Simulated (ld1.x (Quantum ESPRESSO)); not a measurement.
# Cutoff test, tantalum, PAW

| Quantity | Value |
| --- | --- |
| Element | Ta (Z = 73) |
| Generator | ld1.x (Quantum ESPRESSO) 7.5 |
| Type | PAW |
| Functional | PBE |
| Relativity | scalar-relativistic |
| Frozen core | [Kr] 4d10 |
| Valence charge | 27 |
| Reference configuration | 4f14 5s2 5p6 5d3 6s1.5 6p0 (charge +0.5) |
| Partial waves | 5s (bound): rcut 1.40, rcutus 1.65 bohr; 6s (bound): rcut 1.40, rcutus 1.65 bohr; 5p (bound): rcut 1.70, rcutus 2.05 bohr; 6p (bound, empty): rcut 1.70, rcutus 2.05 bohr; 5d (bound): rcut 1.30, rcutus 1.80 bohr; 5d channel at 0.05 Ry: rcut 1.30, rcutus 1.80 bohr; 4f (bound): rcut 1.10, rcutus 1.25 bohr; 4f channel at -1.05 Ry: rcut 1.10, rcutus 1.25 bohr |
| Local potential | all-electron potential smoothed inside 1.45 bohr (lloc = -2) |
| Core correction | a·sin(br)/r model core, default radius (core density twice the valence density) |
| Augmentation charge | BESSEL, radius 1.00 bohr |

The pseudo-atom Hamiltonian at the reference potential is diagonalised in spherical Bessel functions j_l(qr) that vanish at 20 bohr, with q² up to the cutoff. All-electron valence levels (Ry): 5s -5.6185, 6s -0.6203, 5p -3.1497, 6p -0.2861, 5d -0.5077, 4f -2.0686.

Question: How do the lowest levels (Ry) of each channel move with the cutoff, and are there ghosts?

Answer:

```csv
cutoff (Ry),s #1,s #2,s #3,p #1,p #2,p #3,d #1,d #2,f #1,Σ f·Δε (mRy)
8,-5.3730,-0.5554,-0.0987,-2.9629,-0.2393,-0.0326,-0.2703,-0.0241,0.0274,31765.7
15,-5.5975,-0.6034,-0.1065,-3.1420,-0.2642,-0.0383,-0.4269,-0.0364,0.0273,29698.7
21,-5.6178,-0.6162,-0.1087,-3.1491,-0.2743,-0.0405,-0.4928,-0.0401,0.0269,29393.8
30,-5.6181,-0.6197,-0.1095,-3.1495,-0.2855,-0.0430,-0.5066,-0.0408,-0.9440,15751.5
45,-5.6185,-0.6203,-0.1096,-3.1497,-0.2860,-0.0431,-0.5075,-0.0409,-1.8255,3404.8
60,-5.6186,-0.6204,-0.1096,-3.1497,-0.2861,-0.0431,-0.5077,-0.0409,-2.0115,799.3
80,-5.6186,-0.6204,-0.1096,-3.1497,-0.2861,-0.0431,-0.5077,-0.0409,-2.0648,53.1
100,-5.6186,-0.6204,-0.1096,-3.1497,-0.2861,-0.0431,-0.5077,-0.0409,-2.0672,19.4
140,-5.6186,-0.6204,-0.1096,-3.1497,-0.2861,-0.0431,-0.5077,-0.0409,-2.0684,2.8
200,-5.6186,-0.6204,-0.1096,-3.1497,-0.2861,-0.0431,-0.5077,-0.0409,-2.0686,0.7
260,-5.6186,-0.6204,-0.1096,-3.1497,-0.2861,-0.0431,-0.5077,-0.0409,-2.0686,0.3
400,-5.6186,-0.6204,-0.1096,-3.1497,-0.2861,-0.0431,-0.5077,-0.0409,-2.0686,0.0
```

Result: no extra level below or beside the all-electron valence levels (s, p, d, f tested); 10 mRy is reached at 120 Ry and 1 mRy at 200 Ry.

Test run stopped at test 4 of 7 (negative rho).
